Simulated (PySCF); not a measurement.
# Dipole moment and polarisability of `CC1=C[SiH2]C=C[Si@@H]1F`

C5H9FSi2.
SMILES with atom numbers: `[CH3:1][C:2]1=[CH:3][SiH2:4][CH:5]=[CH:6][Si@@H:7]1[F:8]` (hydrogens: H9, H10, H11 on C1; H12 on C3; H13, H14 on Si4; H15 on C5; H16 on C6; H17 on Si7)

Structure used (GFN2-xTB), in Å, numbered top down from 1:
```xyz
17
C5H9FSi2 angstrom
C      2.3307   -0.4889   -0.8410
C      0.9681   -0.2980   -0.2445
C      0.2549   -1.3242    0.2256
Si    -1.4620   -1.2028    0.9756
C     -2.2372    0.4392    0.4748
C     -1.5419    1.4773    0.0151
Si     0.3203    1.4714   -0.1874
F      0.6673    2.1731   -1.6113
H      3.0734    0.0533   -0.2562
H      2.3541   -0.0837   -1.8519
H      2.6094   -1.5412   -0.8740
H      0.6888   -2.3191    0.1651
H     -2.3001   -2.3064    0.4806
H     -1.3840   -1.2687    2.4452
H     -3.3155    0.5269    0.5618
H     -2.0622    2.3894   -0.2615
H      1.0288    2.3143    0.7743
```

Level: CAM-B3LYP/def2-SVPD (PySCF), static field, nuclei fixed, core orbitals frozen in the response. The polarisability tensor in these axes (au):

```
x   115.31   8.82 -14.32
y     8.82 114.24 -10.97
z   -14.32 -10.97  85.26
```

Problem. Give the principal values, the mean and the anisotropy Δα = √{½[(α1 − α2)² + (α2 − α3)² + (α1 − α3)²]}.

Solution. Principal values 78.07, 106.02 and 130.72 au; mean 104.94 au = 15.55 Å³ = 17.30 × 10⁻⁴⁰ C²·m²/J; Δα = 45.63 au (43 % of the mean).

Problem. What is the dipole moment, and where does it point?

Solution. (-0.22, -0.97, 1.00) D, 1.41 D in size, pointing from the negative to the positive side. Measured along this direction, the outermost atoms are F8 at the negative end and H14 at the positive end.

Problem. Find the Langevin capture rate constant for H3+ (3.023 u) meeting this molecule (144.023 u), k = 2.342 × 10⁻⁹ cm³/s × √(α in Å³ / reduced mass in u).

Solution. The reduced mass is 2.96 u, so k = 5.37 × 10⁻⁹ cm³/s. The formula leaves out the permanent dipole, which adds to the capture rate.

Problem. In a dilute gas of rigid molecules at 500 K, how does the orientational term μ²/3kT compare with the electronic polarisability?

Solution. In Gaussian units μ²/3kT = 9.61 Å³ against 15.55 Å³, a ratio of 0.62; the Debye molar polarisation (4π/3)N_A(α + μ²/3kT) is 63.5 cm³/mol, leaving out the vibrational part.

Problem. Sum over states: ᾱ = Σ f/ω², ω in Eh. What share falls to these 8 lowest TDDFT singlets (eV, f)? 5.55, 0.0021; 6.05, 0.0272; 6.07, 0.0068; 6.50, 0.0631; 6.82, 0.2142; 7.10, 0.0686; 7.23, 0.0578; 7.30, 0.2054.

Solution. They add up to 9.93 au, 9.5 % of the 104.94 au; the largest single term is 3.41 au, from the state at 6.82 eV. Terms in order: 0.05, 0.55, 0.14, 1.11, 3.41, 1.01, 0.82, 2.85 au. Higher excitations give the rest. The strengths listed sum to 0.645.

Problem. What would n − 1 = 2πNα be for an ideal gas of these molecules at 273.15 K and 1 atm, electronic part alone?

Solution. N = p/kT = 2.6868 × 10¹⁹ cm⁻³, so n − 1 = 2π × N × 15.55 × 10⁻²⁴ cm³ = 2625 × 10⁻⁶ at long wavelengths, for an ideal gas.

Problem. Molar refractivity from α?

Solution. Lorentz–Lorenz: R = (4π/3)N_A α = 2.5225 cm³/(mol·Å³) × 15.55 Å³ = 39.2 cm³/mol, in the limit of long wavelengths.

One conformer (not necessarily the lowest) at the GFN2-xTB geometry, without solvent, vibrations or thermal averaging.

These values come from a run that also computed excited states. Hardware: an Arm Neoverse V1 with one thread, shared host. Cost: 78 s of wall time, 1.2 GiB resident at most.
